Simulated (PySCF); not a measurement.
How the method changes the constants of TcN

State: ³Δ (triplet), unpaired electrons σ ↑, δ ↑. Set-up: Tc x2c-TZVPPall, N x2c-TZVPPall; spin-free X2C with a Gaussian nucleus (PySCF 2.14). De refers to Tc (4d5 5s2) + N in their high-spin ground configurations, without counterpoise correction. The functionals are run spin-unrestricted. A positive dipole means Tc(−)N(+). Levels whose curve was spin-contaminated or gave no clean fit are not listed.

```csv
Level,Re (Å),ωe (cm⁻¹),De (eV),μ (D),"CPU s a point (SCF and correlation, without the integrals)"
ROHF,1.525,1356,n/a,-2.26,2
ROHF-CCSD,1.577,1201,3.81,n/a,n/a
ROHF-CCSD(T),1.599,1131,4.58,n/a,120
LDA,1.580,1194,n/a,-2.29,1
PBE,1.595,1151,n/a,-2.36,1.2
BP86,1.598,1147,n/a,-2.37,0.78
r²SCAN,1.585,1172,n/a,-2.44,1.5
PBE0,1.570,1209,n/a,-2.47,3.8
HSE06,1.572,1204,n/a,-2.43,6.6
MN15,1.567,1229,n/a,-2.42,3.3
```

Problem. What does a quarter of exact exchange do here, going from PBE to PBE0?

Solution. PBE0 less PBE: -2.5 pm in Re, +5.0 % in ωe. Exact exchange removes part of the self-interaction that spreads semilocal densities, and in most molecules shortens and stiffens the bond and lowers De; so it does here.

Problem. What does the gradient correction do here, going from LDA to PBE?

Solution. PBE less LDA: +1.5 pm in Re, -3.6 % in ωe. The gradient correction favours the more uneven density of free atoms, so it tends to lengthen bonds and takes away much of the overbinding of LDA; so it does here.

Problem. What does all correlation do here, going from ROHF to ROHF-CCSD(T)?

Solution. ROHF-CCSD(T) less ROHF: +7.4 pm in Re, -16.6 % in ωe. Correlation nearly always deepens the well. The bond lengthens, as in strong covalent bonds, where excitations into antibonding orbitals dominate.

Correlated steps freeze 15 core orbitals. De is left out where the level can put another filling of the metal’s s and d shells below the measured ground configuration, by anything from nothing to about 1 eV. These are scalar-relativistic numbers at best; spin–orbit coupling would shift them, the dissociation energy most. UHF is strongly spin-contaminated for TcN, so the ROHF reference used there is far from stable. The state is the lowest single determinant that the PBE0 search found; with open d or f shells the true ground state can be another one.

The whole job (state search and all levels along the bond) took about 14 min on 2 threads of AMD EPYC 9R14 (shared host), peak memory 5.6 GiB.
